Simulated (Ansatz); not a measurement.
Relaxation of AsFH₆OSi₂ (11 atoms, charge 0, multiplicity 1), to a largest force component of 0.015 eV/Å in at most 40 steps.

The calculation used Ansatz 0.2.0, RKS PBE0/def2-SVP.

```xyz
11
Properties=species:S:1:pos:R:3
F -2.560 0.480 0.516
Si -1.002 0.570 0.008
Si 0.267 -0.063 1.702
O -0.713 -0.488 -1.323
As 0.776 0.025 -2.154
H -0.668 1.971 -0.376
H 1.736 -0.009 1.306
H -0.008 -1.423 2.097
H 0.090 0.855 2.898
H 1.617 -1.033 -1.337
H 0.532 -0.941 -3.316
```

Where does it end, and by what steps?

The forces met the threshold. The force dipped under the threshold on the way, but the program's further checks kept it going. After 20 steps the energy has fallen by 0.591 eV; H10 moved furthest, 1.63 Å. Parted: Si2–As5.

```
step  energy less start (eV)  largest force component (eV/Å)  accepted
   0                  0.0000                           1.726       yes
   1                 -0.3136                           1.146       yes
   2                 -0.4000                           0.604       yes
   3                 -0.4443                           0.629       yes
   4                 -0.4840                           0.381       yes
   5                 -0.5050                           0.142       yes
   6                 -0.5209                           0.091       yes
   7                 -0.5330                           0.315       yes
   8                 -0.5323                           0.590        no
   9                 -0.5452                           0.132       yes
  10                 -0.5542                           0.099       yes
  11                 -0.5608                           0.178       yes
  12                 -0.5776                           0.163       yes
  13                 -0.5822                           0.116       yes
  14                 -0.5809                           0.388        no
  15                 -0.5865                           0.093       yes
  16                 -0.5881                           0.156       yes
  17                 -0.5900                           0.066       yes
  18                 -0.5910                           0.026       yes
  19                 -0.5912                           0.004       yes
  20                 -0.5913                           0.010       yes
```

```xyz
11
Properties=species:S:1:pos:R:3
F -2.169 0.346 -0.062
Si -0.571 0.636 0.070
Si 0.143 -0.032 2.194
O 0.248 -0.299 -1.018
As 0.355 -0.117 -2.819
H -0.400 2.089 -0.235
H 1.612 0.216 2.327
H -0.131 -1.488 2.384
H -0.573 0.745 3.253
H 1.779 -0.662 -2.921
H -0.229 -1.491 -3.153
```

Time of the run: 92 s on 2 threads of Arm Neoverse V2, with other jobs on the host, peak memory 0.33 GiB.
